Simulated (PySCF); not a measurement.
Compound: SiBr4.
Numbering: `[Br:1][Si:2]([Br:3])([Br:4])[Br:5]`

A GFN2-xTB structure was refined with PBE0-D3(BJ)/def2-SVP geometry optimisation, gas phase in PySCF 2.14.0. Its GFN2-xTB values:

```tsv
coordinate	GFN2-xTB
Br1–Si2	2.228 Å
Si2–Br4	2.243 Å
Br1–Si2–Br3	110.0°
```

Task: How do these coordinates change at the PBE0-D3(BJ)/def2-SVP level?

Result: 
| coordinate | PBE0-D3(BJ)/def2-SVP (Å or °) | change |
| --- | --- | --- |
| Si2–Br4 | 2.202 | -0.041 |
| Br1–Si2 | 2.202 | -0.026 |
| Br1–Si2–Br3 | 109.3 | -0.7 |

The energy falls by 0.023 eV over 6 energy and gradient evaluations, the largest force component goes from 0.0103 to 3.2e-04 Eh/bohr, and the atoms move by 0.025 Å rms after alignment. The bond that changes most is Si2–Br4 (ends: four-coordinate silicon; bromine bonded to Si), which shortens by 0.041 Å. Bonds longer at the end by more than 0.005 Å: 0 of 4; shorter: 3.

The run used 146 basis functions and 41 SCF cycles in all. Time: 1.7 min of wall time; peak memory 0.78 GiB. Hardware: one thread, Arm Neoverse V1 (aarch64) (shared host).

No frequency check.
